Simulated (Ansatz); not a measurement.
Basis sets compared for Sr₅S₄⁺. The state is a doublet with charge 1. Geometry PBE-D4/def2-SVP. Ansatz on 4 threads of Intel Xeon on a shared host; times are rough, and most runs start from earlier orbitals.

```xyz
9

Sr   -2.0990   -2.4655    1.1129
Sr    2.4347    2.3574    0.4841
Sr    2.5024   -2.3309    0.1537
Sr   -2.1661    2.2238    1.4430
Sr   -0.2965    0.0946   -1.4102
S    -0.0536   -2.7581   -0.6416
S    -2.8302   -0.0496    0.1246
S     2.6421    0.1100   -1.0172
S    -0.1340    2.8183   -0.2493
```

In the def2 sets Sr takes a core potential; there is no spin–orbit coupling. The structure comes from a short search, and lower isomers may exist.

| level | functions | energy (Eh) | HOMO (eV) | LUMO (eV) | wall time |
| --- | --- | --- | --- | --- | --- |
| PBE-D4/def2-SVP | 187 | -1745.5142 | -5.48 | -5.13 | 14 s |
| PBE0-D4/def2-SVP | 187 | -1745.6226 | -5.78 | -4.54 | 25 s |

Task: Estimate the rows for PBE-D4/def2-TZVP (with forces), PBE0-D4/def2-TZVP.

Result: 
```csv
level,functions,energy (Eh),HOMO (eV),LUMO (eV),wall time
PBE-D4/def2-TZVP (with forces),313,-1746.0947,-5.45,-5.08,30 s
PBE0-D4/def2-TZVP,313,-1746.1933,-5.74,-4.49,86 s
```
